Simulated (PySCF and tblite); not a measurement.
Values are calculated unless marked as measured or tabulated.
# Dynamics report: rotation

System: C6H13N, numbered as in [CH3:1][CH:2]([CH3:3])[N:4]1[CH2:5][CH2:6][CH2:7]1.

Motion: rotation about the C2–N4 bond (torsion C1–C2–N4–C5 from -65° to 52°, rising). Geometries: GFN2-xTB; energies: PBE0/pcSseg-1 + D3(BJ); zero-point and thermal terms from GFN2-xTB harmonic modes (soft modes blended into free rotors). Rates follow Eyring's equation with the number of equivalent paths and no tunnelling. Programs: tblite and PySCF.

| point | symmetry | E(GFN2) kcal/mol | E(DFT) kcal/mol | ZPE change kcal/mol | lowest mode cm⁻¹ | dipole D |
| --- | --- | --- | --- | --- | --- | --- |
| start | Cs | 0.0 | 0.0 | 0.00 | 92 | 0.81 |
| saddle | C1 | 3.3 | 5.3 | -0.09 | 73i | 0.93 |
| end | C1 | 0.9 | 2.3 | 0.02 | 69 | 0.79 |

| Quantity | Value |
| --- | --- |
| Electronic barrier | 5.3 kcal/mol |
| Barrier with zero-point energy | 5.2 kcal/mol |
| ΔH‡ (298 K) | 4.7 kcal/mol |
| ΔS‡ (298 K, symmetry apart) | -3.5 cal/(mol K) |
| Paths | 2 equivalent paths |
| End point | a different minimum |
| Mean lifetime of the start against this motion at 298 K | 1.3 ns |
| Cost | 53 s on 1 thread of AMD EPYC 9R45 96-Core (shared host) (rough), peak memory 0.87 GiB, launched as `OMP_NUM_THREADS=1 python ens_run.py task.json out` |

```tsv
T/K	ΔG‡ kcal/mol	k s⁻¹	ΔG kcal/mol	k back s⁻¹
150	5.4	9.1×10⁴	2.3	1.1×10⁸
200	5.5	8.3×10⁶	2.3	1.4×10⁹
250	5.6	1.3×10⁸	2.3	6.7×10⁹
298	5.8	7.5×10⁸	2.3	1.9×10¹⁰
350	5.9	3×10⁹	2.3	4.2×10¹⁰
400	6.1	8×10⁹	2.3	7.6×10¹⁰
500	6.4	3.2×10¹⁰	2.4	1.8×10¹¹
```

ΔG and ΔG‡ leave out symmetry numbers and mirror images; rates count paths: 2 out, 1 back.
